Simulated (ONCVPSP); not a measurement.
I, ONCV: configuration errors across variants

iodine, optimised norm-conserving Vanderbilt (ONCV), made with ONCVPSP 4.0.1 (PBE, scalar-relativistic). Core [Ar] 3d10, reference 4s2 4p6 4d10 5s2 5p3 (charge +2). Waves: 4s+5s: rc 1.10 bohr, ncon 4, nbas 8, qcut 8.2 1/bohr, 2 projectors; 4p+5p: rc 1.30 bohr, ncon 3, nbas 7, qcut 9.5 1/bohr, 2 projectors; 4d: rc 1.50 bohr, ncon 4, nbas 8, qcut 11.1 1/bohr, 3 projectors, debl 0.8 Ha; f scattering state at 0.25 Ha: rc 1.60 bohr, ncon 4, nbas 8, qcut 6.3 1/bohr, 2 projectors, debl 1.7 Ha. Local part: polynomial inside 0.80 bohr (lpopt 4, dvloc0 0 Ha). Core correction: none.

In the d channel the program set the typed energies aside and used -2.594, 0.250, 1.050 Ha.

All-electron excitation energies from the reference (eV): (1) 4s2 4p6 4d10 5s2 5p5 -30.978; (2) 4s2 4p6 4d10 5s2 5p4 -19.846; (3) 4s2 4p6 4d10 5s2 5p2 29.329; (4) 4s2 4p6 4d9 5s2 5p6 14.884.

Errors AE − PS in meV (a dash: test not solved or not reliable):

```json
{"change": "base", "(1)": "+7.0", "(2)": "+4.6", "(3)": "-7.5", "(4)": "+43", "bound ghosts": "none", "GHOST(+) flags above zero": "s"}
{"change": "s: rc 0.88", "(1)": "+6.8", "(2)": "+4.5", "(3)": "-7.7", "(4)": "+43", "bound ghosts": "none", "GHOST(+) flags above zero": "none"}
{"change": "s: rc 1", "(1)": "+6.9", "(2)": "+4.6", "(3)": "-7.6", "(4)": "+43", "bound ghosts": "none", "GHOST(+) flags above zero": "s"}
{"change": "s: rc 1.12", "(1)": "+7.0", "(2)": "+4.6", "(3)": "-7.5", "(4)": "+43", "bound ghosts": "none", "GHOST(+) flags above zero": "s"}
{"change": "s: rc 1.26", "(1)": "+7.1", "(2)": "+4.6", "(3)": "-7.4", "(4)": "+43", "bound ghosts": "none", "GHOST(+) flags above zero": "s"}
{"change": "s: rc 1.34", "(1)": "+7.2", "(2)": "+4.7", "(3)": "-7.3", "(4)": "+44", "bound ghosts": "none", "GHOST(+) flags above zero": "s"}
{"change": "s: rc 1.44", "(1)": "+7.3", "(2)": "+4.7", "(3)": "-7.3", "(4)": "+44", "bound ghosts": "none", "GHOST(+) flags above zero": "none"}
{"change": "s: rc 1.62", "(1)": "+7.4", "(2)": "+4.8", "(3)": "-7.2", "(4)": "+45", "bound ghosts": "none", "GHOST(+) flags above zero": "none"}
```

Q: Give the same row for: s: rc 0.8.

A: +6.7, +4.5, -7.7, +44; bound ghosts: none; GHOST(+) flags above zero: s.
